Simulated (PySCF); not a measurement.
## Xe⁺: ionisation energy

Xe⁺ [Kr] 4d10 5s2 5p5 (2P) → Xe²⁺ [Kr] 4d10 5s2 5p4 (3P), as a difference of total energies. Calculation: PySCF 2.14, in def2-QZVPPD with the def2 core potential (28 electrons) (8s7p5d4f1g, 91 functions); scalar relativity through the core potential. Correlated levels: valence: 4s2 4p6 4d10 frozen; valence and next inner shell: nothing frozen outside the core potential. The calculations carry no spin-orbit coupling.

| method | ionisation energy (eV) |
| --- | --- |
| UHF | 20.067 |
| LDA | 21.368 |
| PBE | 21.050 |
| PBE0 | 21.100 |
| r2SCAN | 21.120 |
| r2SCANh | 21.127 |
| TPSSh | 21.103 |
| M06 | 20.855 |
| wB97X | 21.136 |
| MP2 (valence) | 20.921 |
| SCS-MP2 (valence) | 20.941 |
| MP2 (valence and next inner shell) | 21.093 |
| SCS-MP2 (valence and next inner shell) | 21.063 |

**Question.** How much does correlation contribute at MP2 (valence and next inner shell)?

**Answer.** 21.093 − (20.067) = 1.026 eV, measured against UHF.

The reference lies between the lowest fine-structure levels, while these numbers refer to the centres of the terms.

Errors of the correlated levels include the incompleteness of this basis and the frozen core.

For comparison: 20.975 eV (semi-empirical (NIST evaluation); NIST Atomic Spectra Database, ionization energies).
